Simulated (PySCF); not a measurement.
## Field gradients at the hydrogen positions

Compound: C8H7FO3.
Cartesian coordinates in Å at the GFN2-xTB level; atoms count from 1:
```
atom  x, y, z in Å
C1    -2.9557   -0.2069   -0.0792
C2    -1.7634   -1.0425    0.2606
O3    -1.8431   -2.2133    0.5517
C4    -0.4241   -0.3989    0.2185
C5     0.7605   -1.1711    0.2562
C6     1.8136   -0.2953    0.2125
C7     3.2780   -0.5224    0.2266
O8     1.3588    0.9590    0.1557
C9     0.0035    0.9272    0.1565
C10   -0.6670    2.2065    0.1378
O11   -1.8225    2.4796    0.1521
F12    0.2509    3.2166    0.1032
H13   -3.0844    0.5727    0.6682
H14   -3.8415   -0.8363   -0.1068
H15   -2.8175    0.2883   -1.0371
H16    0.7977   -2.2395    0.3088
H17    3.4886   -1.5847    0.2946
H18    3.7297   -0.1212   -0.6796
H19    3.7282   -0.0085    1.0748
```

Level: PBE0/pcSseg-1 (PySCF, non-relativistic); Q(2H) = 0.00286 b; rigid geometry, the same for H and D, with no vibrational averaging.

Question: Rank these positions by the coupling χzz of a deuteron there, largest first.
A. H16 (aromatic hydrogen)
B. H17 (methyl hydrogen)
C. H19 (methyl hydrogen)

Answer: A (232 kHz), B (211 kHz), C (207 kHz).

Give the electric field gradient Vzz (the principal value of largest size), its asymmetry and the 2H coupling at each hydrogen.

| atom | bonded to | bond length (Å) | Vzz (au) | η | χzz (kHz) |
| --- | --- | --- | --- | --- | --- |
| H13 | C1 | 1.088 | 0.3080 | 0.06 | 207 |
| H14 | C1 | 1.087 | 0.3121 | 0.01 | 210 |
| H15 | C1 | 1.087 | 0.3131 | 0.05 | 210 |
| H16 | C5 | 1.070 | 0.3449 | 0.05 | 232 |
| H17 | C7 | 1.085 | 0.3146 | 0.04 | 211 |
| H18 | C7 | 1.089 | 0.3084 | 0.03 | 207 |
| H19 | C7 | 1.089 | 0.3082 | 0.03 | 207 |

How does χzz go with the bond length over the 7 C–H bonds?

A straight-line fit has a slope of -13.3 kHz for each 0.01 Å, with a correlation coefficient of -0.99, over lengths from 1.070 to 1.089 Å. The longer bonds have the smaller couplings here.

Geometry: GFN2-xTB, one conformer, isolated molecule. GFN2-xTB frequencies show an imaginary mode (23i cm⁻¹), so this geometry is no minimum at that level. GFN2-xTB bond lengths can be off by several hundredths of an ångström, more for odd bonds, and the gradients follow them. The small basis limits the accuracy of the gradients.
